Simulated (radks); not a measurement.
Values are calculated unless marked as measured or tabulated.
Spherical quantum dot in the effective-mass picture: electrons in a well V = -V0 / (1 + exp((r - R)/a)) with V0 = 23.1, R = 2.22, a = 0.14, with a point charge +2 (a donor) at the centre, all in effective atomic units (hartree* = m*/eps^2 hartree, bohr* = eps/m* bohr), one dielectric constant everywhere. Level of theory: non-relativistic Kohn-Sham, LDA (Slater exchange, Perdew-Wang correlation), spin-polarised, spherical densities (a radial shooting solver with Libxc functionals). Levels are named by radial order and angular momentum (1s, 1p, 1d, 2s, ...), and open shells are averaged over m. Results are scaled to m* = 0.086 and eps = 9.7, for which hartree* = 24.87 meV and bohr* = 5.969 nm.

N = 16, configuration 1s2 1p6 1d(up 5, down 1) 2s2. This is the lowest configuration that the search found. Occupied and some empty levels:

level,occupation,eigenvalue (meV),<r> (nm)
1s up,1,-345.40,6.652
1s down,1,-343.31,6.543
1p up,3,-320.41,8.420
1p down,3,-317.63,8.405
1d up,5,-292.00,9.075
2s up,1,-289.83,6.191
1d down,1,-289.09,9.076
2s down,1,-288.35,6.269
1f up,0,-256.81,9.547
1f down,0,-253.90,9.553
2p up,0,-224.41,7.280
2p down,0,-222.67,7.275
1g up,0,-215.29,9.932
1g down,0,-212.43,9.941

Energy (meV): total -6923.54, kinetic 913.90, external -9650.5, Hartree 2075.6, exchange-correlation -262.54.
